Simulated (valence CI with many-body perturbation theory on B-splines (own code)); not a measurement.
Basis-set convergence for Mn¹⁸⁺

Computed by configuration interaction combined with many-body perturbation theory (CI+MBPT): five valence electrons over a frozen Dirac-Fock core [He], a basis of 9 s, 9 p, 8 d, 6 f, 3 g, 1 h functions for each j, with the one-electron correlation potential Σ1, the two-electron term Σ2, the three-electron term Σ3, Breit, model QED; selected CI, second order for the rest, scaled by the run's own slope (own B-spline code, finite nucleus).

No measured levels were compared; by estimate levels of excited configurations hold to 0.05 to 0.15 % of their energy, terms of the ground configuration to about 0.5 %. Among the levels kept, up to 3700 cm⁻¹ of a level comes from second order outside the variational space, and about a tenth of that is noise between levels of different J, which matters for small intervals.

The reference run has the lowest level 2s2 2p3 4S°_3/2 and an ionisation energy of 1430.14 eV. Its largest variational space holds 27218 state functions.

Changed runs:
A. basis 6 s, 6 p, 5 d, 3 f, 1 g
B. basis 5 s, 5 p, 4 d, 2 f

Excitation energies of the reference run in cm⁻¹, and shifts in cm⁻¹:

| Level | Reference | A | B |
| --- | --- | --- | --- |
| 2s2 2p3 2D°_3/2 | 132130 | +218 | +678 |
| 2s2 2p3 2D°_5/2 | 162983 | +240 | +707 |
| 2s2 2p3 2P°_1/2 | 242870 | +256 | +815 |
| 2s2 2p3 2P°_3/2 | 292450 | +237 | +748 |
| 2s 2p4 4P_5/2 | 709220 | +75 | +221 |
| 2s 2p4 4P_3/2 | 766014 | +61 | +199 |
| 2s 2p4 4P_1/2 | 785874 | +56 | +213 |
| 2s 2p4 2D_3/2 | 981832 | +332 | +1030 |
| 2s 2p4 2D_5/2 | 993498 | +338 | +1025 |
| 2s 2p4 2S_1/2 | 1127910 | +378 | +1249 |
| 2s 2p4 2P_3/2 | 1172010 | +377 | +1186 |
| 2s 2p4 2P_1/2 | 1253290 | +355 | +1179 |
| Ionisation energy (eV) | 1430.14 | -0.022 | -0.07 |
